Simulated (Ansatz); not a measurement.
Ansatz (a first-principles code) input (CCSD(T)/aug-cc-pVDZ):

Ansatz 0.2 input:
```yaml
crystal:
  periodic: [false, false, false]
  atoms:
    - {symbol: C, position_ang: [-1.93318459, 0.08848461, 0.32233726]}
    - {symbol: C, position_ang: [-0.76334437, 0.37195778, -0.61313709]}
    - {symbol: C, position_ang: [0.56168897, -0.02813652, -0.08975367]}
    - {symbol: O, position_ang: [0.75289409, -0.55974104, 1.06182669]}
    - {symbol: O, position_ang: [1.59172273, 0.16339611, -0.82113617]}
    - {symbol: H, position_ang: [-1.84989120, 0.63917299, 1.26220033]}
    - {symbol: H, position_ang: [-2.04607749, -0.97877786, 0.52578920]}
    - {symbol: H, position_ang: [-2.85711729, 0.41623140, -0.14987852]}
    - {symbol: H, position_ang: [-0.87211265, -0.13255339, -1.57997949]}
    - {symbol: H, position_ang: [-0.67990801, 1.43637429, -0.86206586]}
    - {symbol: H, position_ang: [2.43006487, -0.12443926, -0.40721048]}
    - {symbol: H, position_ang: [-0.07285287, -0.67908413, 1.56894175]}
basis:
  gaussian:
    orbitals: aug-cc-pVDZ
total_charge: 1
magnetization: {spin_polarized: false}
correlation: {method: ccsd_t, electrons: outside_noble_gas}
output: {forces: true}
```

Output:

```
Functional definition: HF
integrals: 0.71 GiB planned
1739 factors; integrals over basis functions are off by at most 7.5e-4 eV
mean field: 0.88 GiB planned
mean field evaluation 1: about -7264.9447 eV, gradient 5.5e1 eV
mean field evaluation 2: about -7265.0302 eV, gradient 5.5e1 eV
mean field evaluation 4: about -7271.1708 eV, gradient 4.3e0 eV
mean field evaluation 8: about -7271.2331 eV, gradient 2.5e-1 eV
mean field evaluation 16: about -7269.9303 eV, gradient 2.5e1 eV
mean field -7271.23349910 eV, -267.2129024728 hartree, gradient 2.8e-6 eV, S^2 0.000000; 0 other end points of the search recorded, 0 dependent functions left out
5 core orbitals not correlated
reference -7271.23349910 eV, -267.2129024728 hartree; 15, 15 occupied and 158, 158 virtual orbitals, 1739 factors
densities: 4.42 GiB planned
second order -21.98835692 eV of doubles, -0.00000000 eV of singles
coupled cluster: 2.30 GiB planned
cycle   1  -22.44441053 eV  change   -4.6e-1 eV  update   1.1e-1
cycle   2  -22.99923199 eV  change   -5.5e-1 eV  update   3.2e-2
cycle   3  -23.14399789 eV  change   -1.4e-1 eV  update   1.8e-2
cycle   4  -23.13577599 eV  change    8.2e-3 eV  update   4.5e-3
cycle   5  -23.13409662 eV  change    1.7e-3 eV  update   1.7e-3
cycle   6  -23.13441196 eV  change   -3.2e-4 eV  update   4.7e-4
cycle   7  -23.13411794 eV  change    2.9e-4 eV  update   1.7e-4
cycle   8  -23.13405425 eV  change    6.4e-5 eV  update   5.9e-5
cycle   9  -23.13408744 eV  change   -3.3e-5 eV  update   2.2e-5
cycle  10  -23.13408460 eV  change    2.8e-6 eV  update   8.5e-6
perturbative correction -0.77218718 eV, -0.0283773555 hartree
the calculation of the forces begins
Total energy: -7295.13977088 eV, -268.0914417565 hartree
Atom 0 at    -1.933185     0.088485     0.322337 Å, force     0.064502    -0.008471     0.001245 eV/Å
Atom 1 at    -0.763344     0.371958    -0.613137 Å, force    -0.235002     0.115731    -0.184060 eV/Å
Atom 2 at     0.561689    -0.028137    -0.089754 Å, force    -0.325764     0.007411     0.073808 eV/Å
Atom 3 at     0.752894    -0.559741     1.061827 Å, force     0.323323    -0.388326     0.786784 eV/Å
Atom 4 at     1.591723     0.163396    -0.821136 Å, force     0.579901     0.228813    -0.685685 eV/Å
Atom 5 at    -1.849891     0.639173     1.262200 Å, force     0.064802     0.239408     0.415908 eV/Å
Atom 6 at    -2.046077    -0.978778     0.525789 Å, force    -0.022311    -0.475928     0.090919 eV/Å
Atom 7 at    -2.857117     0.416231    -0.149879 Å, force    -0.387062     0.150225    -0.226433 eV/Å
Atom 8 at    -0.872113    -0.132553    -1.579979 Å, force    -0.029168    -0.229229    -0.334306 eV/Å
Atom 9 at    -0.679908     1.436374    -0.862066 Å, force     0.047947     0.398055    -0.047198 eV/Å
Atom 10 at     2.430065    -0.124439    -0.407210 Å, force     0.040073    -0.057643     0.119782 eV/Å
Atom 11 at    -0.072853    -0.679084     1.568942 Å, force    -0.121242     0.019955    -0.010765 eV/Å
Dipole moment:     0.124908    -0.080279     0.152683 e Å
```

It need not be the lowest isomer of its formula.
